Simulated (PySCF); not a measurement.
SnI, SMILES [Sn+][I] (connectivity only; charge and spin as stated), charge +1, multiplicity 1.

Geometry: B3LYP-D3(BJ)/def2-TZVP. The multiplicity is an assumed one; other spin states were not compared. The def2 effective core potentials stand for the cores of I, Sn; spin–orbit coupling is left out.

The numbers are results of PySCF with IEF-PCM-ωB97X/def2-SVP, not measurements.

The values are the electrostatic part of the solvation free energy, E(continuum) − E(gas) at the gas-phase geometry, in a cavity of scaled van der Waals radii (PySCF's table); cavitation and dispersion terms are not included. A continuum can't describe solvent molecules that bind to the metal. In vacuum the orbital gap is 8.57 eV.

Question: Estimate the values in water (ε = 78.36), n-hexane (ε = 1.88), ethanol (ε = 24.85). (Estimate from the structure and the level; the computed values follow.)

Answer: 
| solvent | ε | ΔG(elec) (kcal/mol) | gap (eV) |
|---|---|---|---|
| water | 78.36 | -60.6 | 8.95 |
| n-hexane | 1.88 | -28.1 | 8.69 |
| ethanol | 24.85 | -58.8 | 8.93 |
